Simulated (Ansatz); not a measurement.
Cs3F3, relaxed as a singlet with RKS r2SCAN-D4/def2-SVP in Ansatz, starting from the GFN1-xTB geometry. Force threshold 0.02 eV/Å.

In the def2 sets Cs takes a core potential; there is no spin–orbit coupling. The structure comes from a short search, and lower isomers may exist.

Start:

Cartesian coordinates in Å:
```
Cs -2.3717 -0.3036 -0.1391
Cs 1.3465 -1.6321 1.1101
Cs 1.0215 1.9376 -0.9672
F -1.4049 1.6866 -1.1671
F -1.0624 -2.0034 1.0267
F 2.4710 0.3149 0.1366
```

```
step  energy (eV)  largest force component (eV/Å)  SCF passes
   1   -9792.5606                           1.594          15
   2   -9793.3603                           0.511          20
   3   -9793.5532                           0.111          21
   4   -9793.5686                           0.046          17
   5   -9793.5697                           0.002          18
```

Force components are those of the run's own axes.

End:

| atom | x (Å) | y (Å) | z (Å) |
| --- | --- | --- | --- |
| Cs1 | -2.7794 | -0.3556 | -0.1643 |
| Cs2 | 1.5843 | -1.9143 | 1.3017 |
| Cs3 | 1.1940 | 2.2711 | -1.1367 |
| F4 | -1.3389 | 1.6127 | -1.1130 |
| F5 | -1.0130 | -1.9117 | 0.9792 |
| F6 | 2.3530 | 0.2978 | 0.1330 |

By distances, no bond broke or formed. The bond that changes most is Cs2–F5, from 2.44 to 2.62 Å (atoms count from 1).

No frequencies were taken in this run, so the end may be a saddle point.

Hardware: 4 threads of Arm Neoverse V2 on a shared host. Wall time 13 s.
